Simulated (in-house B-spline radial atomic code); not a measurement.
**Ionising W VIII (W7+) with different functionals**

Computed with a B-spline radial code for spherical atoms: scalar-relativistic (spin-free X2C) Hamiltonian, Fermi nucleus of rms radius 5.3658 fm, spin-polarised at highest spin, spherical fractional occupations for the functionals, the average over the highest-spin determinants for Hartree-Fock. The ionisation energy is the difference of two self-consistent energies, [Xe] 4f13 → [Kr] 4d10 4f14 5s2 5p4, without Breit or QED terms; ε is the level of the shell that loses the electron (its least bound occupied spin orbital). The two configurations differ by more than the removed electron. There is no spin-orbit coupling in this Hamiltonian.

Hybrids are left out here: with spherical fractional occupations of an open shell their exact exchange keeps a self-interaction that integer-occupation calculations don't have.

```json
{"method": "Hartree-Fock", "rung": "Hartree-Fock", "ΔSCF (eV)": "144.99", "-ε(5p) (eV)": "145.62"}
{"method": "LDA VWN5", "rung": "LDA", "ΔSCF (eV)": "145.52", "-ε(5p) (eV)": "137.09"}
{"method": "LDA PW92", "rung": "LDA", "ΔSCF (eV)": "145.51", "-ε(5p) (eV)": "137.08"}
{"method": "LDA exchange-only", "rung": "LDA", "ΔSCF (eV)": "143.73", "-ε(5p) (eV)": "135.16"}
{"method": "PBE", "rung": "GGA", "ΔSCF (eV)": "144.88", "-ε(5p) (eV)": "136.71"}
{"method": "PBEsol", "rung": "GGA", "ΔSCF (eV)": "145.02", "-ε(5p) (eV)": "136.79"}
{"method": "BLYP", "rung": "GGA", "ΔSCF (eV)": "?", "-ε(5p) (eV)": "?"}
{"method": "RPBE", "rung": "GGA", "ΔSCF (eV)": "144.71", "-ε(5p) (eV)": "136.64"}
{"method": "PW91", "rung": "GGA", "ΔSCF (eV)": "?", "-ε(5p) (eV)": "?"}
{"method": "BP86", "rung": "GGA", "ΔSCF (eV)": "145.14", "-ε(5p) (eV)": "136.86"}
{"method": "AM05", "rung": "GGA", "ΔSCF (eV)": "145.03", "-ε(5p) (eV)": "136.84"}
{"method": "OLYP", "rung": "GGA", "ΔSCF (eV)": "144.30", "-ε(5p) (eV)": "137.11"}
{"method": "TPSS", "rung": "meta-GGA", "ΔSCF (eV)": "145.33", "-ε(5p) (eV)": "136.95"}
{"method": "SCAN", "rung": "meta-GGA", "ΔSCF (eV)": "146.05", "-ε(5p) (eV)": "137.78"}
{"method": "r2SCAN", "rung": "meta-GGA", "ΔSCF (eV)": "145.85", "-ε(5p) (eV)": "137.89"}
{"method": "revTPSS", "rung": "meta-GGA", "ΔSCF (eV)": "145.42", "-ε(5p) (eV)": "137.05"}
```

Task: What does PW91 give?

Result: ΔSCF 145.06 eV, and -ε(5p) = 136.83 eV.

Task: What does BLYP give?

Result: ΔSCF 144.93 eV, and -ε(5p) = 136.53 eV.

Task: How do they compare with the NIST value?

Result: NIST lists 141 eV ± 1.2 (semi-empirical, ground level to ground level). Errors run from +2.53 to +4.85 eV. The correlated functionals all miss on the same side by more than they spread, so the cause is common to them (spin-orbit coupling, Breit-QED terms, multiplet and fine-structure energies, or a listed next ion that isn't the cheapest removal here) and closeness doesn't rank the functionals. Hartree-Fock also lacks correlation.
